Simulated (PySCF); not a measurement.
Excitations are Tamm–Dancoff values on a coarser integration grid. The basis has no diffuse functions, so Rydberg states are missing or too high.

Cartesian coordinates (Å):
SMILES: SB(S)S
```xyz
7

S     -1.4048    -1.1363     0.0575
B      0.0000     0.0000    -0.0004
S      1.6824    -0.6485    -0.1302
S     -0.2777     1.7849     0.0717
H     -0.7177    -2.2893    -0.0216
H      2.3369     0.5259    -0.1370
H     -1.6191     1.7633     0.1599
```
Charge 0, multiplicity 1.

Task: What is the computed T1 excitation (TDA), S1–T1 gap (TDA), brightest of the four lowest singlets (TDA), HOMO and S1 excitation (TDA) (PBE-D3(BJ)/def2-TZVP // B3LYP-D3(BJ)/def2-TZVP run with PySCF 2.14.0)?

Result: 
```json
{
 "T1 excitation (TDA)": "4.52 eV",
 "S1–T1 gap (TDA)": "0.71 eV",
 "brightest of the four lowest singlets (TDA)": "5.67 eV",
 "HOMO": "-6.41 eV",
 "S1 excitation (TDA)": "5.23 eV"
}
```
